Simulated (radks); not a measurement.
Results of a calculation; reference values are marked as such.
Kinetic energies: the exact non-interacting value of the Kohn-Sham orbitals and orbital-free approximations, in hartree. Species: In16+ [Ar] 3d10 4s2 4p3; F2+ [He] 2s2 2p3; Pb4+ [Xe] 4f14 5d10. Code: a radial shooting solver on a logarithmic mesh with Libxc functionals. Model: non-relativistic Kohn-Sham, exchange-only B88, spin-polarised, spherical densities, point nucleus. Every spin shell is full or empty, so the densities are truly spherical. Functionals are evaluated on that one density, not self-consistently.

functional        In16+      F2+     Pb4+
exact           5643.79  97.5933  19521.1
Thomas-Fermi     5339.2   89.047    18628
TF + vW          7753.2   164.09    25482
TF + vW/9        5607.4   97.386    19389
LC94             5649.3   97.721    19526
APBEK            5652.5   97.797    19531
Thakkar          5614.8   97.737    19368
DePristo-Kress   5640.7   97.062    19483
Ernzerhof        5624.8   98.706    19430
